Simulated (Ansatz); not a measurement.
Basis-set extrapolation for C5H8AlClO3, SMILES `CC1=CC(C)=[O+][Al-]([OH])([Cl])[O]1` (PBE0-D4/def2-TZVP geometry, frozen core, Ansatz). Multiplicity 1, RHF reference.

|  | def2-TZVPP | def2-QZVPP |
| --- | --- | --- |
| HF | -1120.463192 | -1120.502829 |
| MP2 correlation | -1.766162 | -1.901421 |
| CCSD(T) correlation | -1.896995 | not run |

Energies in hartree. Use E(X) = E(∞) + A·exp(−7.88·√X) for Hartree–Fock and E(X) = E(∞) + B·X^(−2.97) for correlation, with X = 3 and 4, and add CCSD(T) minus MP2 of the smaller set to the MP2 limit.

**Question.** What is the CCSD(T) energy at the basis-set limit?

**Answer.** HF limit: -1120.502829 + (-0.039637) × 0.13774 = -1120.50829. MP2 limit: -1.901421 + (-0.135259) × 0.74074 = -2.00161. Higher-order term: -1.896995 − (-1.766162) = -0.13083. Total: -1122.64073 hartree, 736.6 kJ/mol below CCSD(T)/def2-TZVPP.
